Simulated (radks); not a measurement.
The platinum anion Pt2-, [Hg], held by a Watson sphere: a shell of charge +2 at radius R that stands for the Madelung well of a crystal (potential energy -2/R inside, -2/r outside, in hartree with lengths in bohr). Calculated with a radial shooting solver on a logarithmic mesh with Libxc functionals: scalar-relativistic Kohn-Sham, LDA (Slater exchange, Perdew-Wang correlation), spin-polarised, spherical densities, point nucleus. Response by self-consistent Sternheimer equations with the Hartree and adiabatic LDA kernel, the relativistic mass of each level held fixed and spin-orbit coupling left out. The sphere does not respond.

| R (bohr) | e(5p) (eV) | e(6s) (eV) | e(5d) (eV) | <r> 5d (bohr) | sum of <r^2> (bohr^2) | X-ray form factor at sin(theta)/lambda = 0.2 1/angstrom | alpha (bohr^3) |
|---|---|---|---|---|---|---|---|
| 3.22 | -54.327 | -6.522 | -5.217 | 1.848 | 83.83 | 66.133 | 63.38 |
| 3.39 | -54.079 | -6.266 | -4.916 | 1.860 | 85.40 | 66.118 | 68.70 |
| 4.53 | -52.669 | -4.673 | -3.279 | 1.915 | 95.51 | 66.109 | 117.3 |
| 5.16 | -52.063 | -3.962 | -2.611 | 1.937 | 101.0 | 66.126 | 157.5 |
| 5.34 | -51.910 | -3.782 | -2.445 | 1.943 | 102.5 | 66.131 | 171.5 |
| 5.99 | -51.428 | -3.208 | -1.928 | 1.962 | 108.4 | 66.146 | 235.3 |
